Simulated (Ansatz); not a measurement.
Calculated with Ansatz (gas phase, PBE0-D4/def2-TZVP geometries, no zero-point term in ΔE). CBS: MP2 limit from def2 TZ/QZ plus the TZ coupled-cluster correction, frozen cores. This one scheme is used for every species, atoms too. Functionals use def2-TZVPP. No spin–orbit coupling; open shells (•) take unrestricted orbitals. Spin–orbit coupling would lower the free atoms: a little for B, C, Si. For As outer-core shells are correlated without core-valence functions, so the limit isn't a true one: a few kJ/mol of doubt a bond, and 10 to 20 or more in all where bonds break to atoms. Scalar relativity is left out up to krypton. Each species was taken in one conformer, which may not be the lowest.

`[SiH3]CB[AsH2]` → As• + B• + C• + 8 H• + Si•  (atomization)

`[SiH3]CB[AsH2]`:

```xyz
12

Si   -0.684   -1.352   -1.017
C    -0.312   -0.589    0.676
B    -0.206    0.933    0.489
As    1.479    1.853   -0.114
H     0.466   -1.144   -1.935
H    -0.916   -2.811   -0.856
H    -1.896   -0.738   -1.619
H     0.602   -1.083    1.020
H    -1.155   -0.887    1.309
H    -1.194    1.611    0.505
H     2.470    1.128    0.776
H     1.346    3.078    0.767
```

```csv
level,ΔE (kJ/mol),difference from CCSD(T)/CBS
LDA (SPW92),4304.9,477.5
PBE-D4,3851.4,24.0
BLYP-D4,3820.0,-7.4
CAM-B3LYP-D4,3860.2,32.8
B2PLYP,3792.6,-34.8
PBE-QIDH,3803.1,-24.3
PBE,3824.8,-2.6
r2SCAN,3844.8,17.4
PBE0,3803.8,-23.6
r2SCAN0,3813.0,-14.4
HF/def2-SVP,2900.7,-926.7
CCSD(T)/def2-SVP,3611.6,-215.8
CCSD/def2-TZVPP,3701.7,-125.7
HF/def2-QZVPP,2889.4,-938.0
MP2/CBS(def2),3815.1,-12.3
CCSD/CBS(def2),3785.9,-41.5
CCSD(T)/CBS,3827.4,0
```

**Question.** What do rigid-rotor, harmonic-oscillator terms from PBE0-D4/def2-TZVP frequencies (298.15 K, 1 bar) make of the CCSD(T)/CBS value? (Estimate.)

**Answer.** Computed: ΔZPE = -211.2 kJ/mol, ΔH = +3668.2 kJ/mol, ΔS = 1208 J/(mol·K), ΔG = +3308.1 kJ/mol. Open shells count their whole term as degenerate. Modes under 50 cm⁻¹ make the entropy rough.

Largest T1 diagnostic among the species: 0.014.

From r2SCAN to r2SCAN0 (25 % exact exchange), in def2-TZVPP and without D4, ΔE moves by −31.8 kJ/mol: exact exchange takes away binding that semilocal exchange gives to molecules. In def2-TZVPP, CCSD(T) changes the Hartree–Fock value by +856.9 kJ/mol (the triples alone add +41.5 kJ/mol) and MP2 by +844.6 kJ/mol; breaking electron pairs costs correlation energy, which Hartree–Fock lacks.

For atomizations the MP2-based limit and the directly extrapolated one differ by several kJ/mol either way, and by 10 to 25 for some Ge, Se and Sn compounds, so smaller differences from it don't rank the levels.
